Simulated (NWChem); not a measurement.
Molecule: BiH2O2Cl; SMILES [Bi]([OH])([OH])[Cl]

```xyz
6

Bi     0.0104     0.2943     0.2671
Cl     0.1215    -2.1571    -0.1351
O      1.4015     0.9452    -1.1259
H      1.1013     0.7772    -2.0300
O     -1.6685     0.5279    -0.9364
H     -1.8949    -0.3196    -1.3450
```
Atoms are numbered in this order, from 1.

Results from NWChem. Coordinates come from a PBE0/def2-SVP optimisation. def2 effective core potentials on Bi; no spin-orbit coupling. B3LYP is NWChem's, with the RPA form of VWN correlation. Ions are spin-unrestricted doublets at the neutral geometry; other ion states weren't tried.

For level B3LYP/def2-SVP:

| Quantity | Value |
|---|---|
| vertical ionisation energy, ΔSCF (eV) | 10.20 |
| −ε(HOMO) (eV) | 7.88 |

Question: What are these values for level CAM-B3LYP/def2-SVP?

Answer: 
| Property | Result |
|---|---|
| vertical ionisation energy, ΔSCF (eV) | 10.54 |
| −ε(HOMO) (eV) | 9.49 |
